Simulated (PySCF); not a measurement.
Computed IR spectrum (relative IR intensity) of a molecule C5H5Cl. Geometry: PBE0-D3(BJ)/def2-SVP. One conformer was computed; it need not be the lowest. Computed with PBE0-D3(BJ)/def2-SVP run with PySCF. Frequencies are harmonic and unscaled.

Lines under 2 % of the strongest are left out, and lines within 2 cm⁻¹ are merged.

ν (cm⁻¹): 381 (w), 485 (m), 582 (w), 655 (w), 781 (vs), 792 (m), 907 (w), 926 (m), 947 (s), 1033 (m), 1115 (vw), 1236 (s), 1297 (vw), 1371 (m), 1463 (vw), 1715 (w), 2075 (m), 3167 (vw), 3196 (w), 3209 (vw), 3274 (vw) (against the strongest line: vs over 80 %, s over 45 %, m over 15 %, w over 4 %, vw less)

Task: Which molecule gave these data?
A) C=CC=C=CCl
B) C=C=C(Cl)C=C
C) C=C(Cl)C#CC
D) C#CCC(=C)Cl

Result: A, C=CC=C=CCl
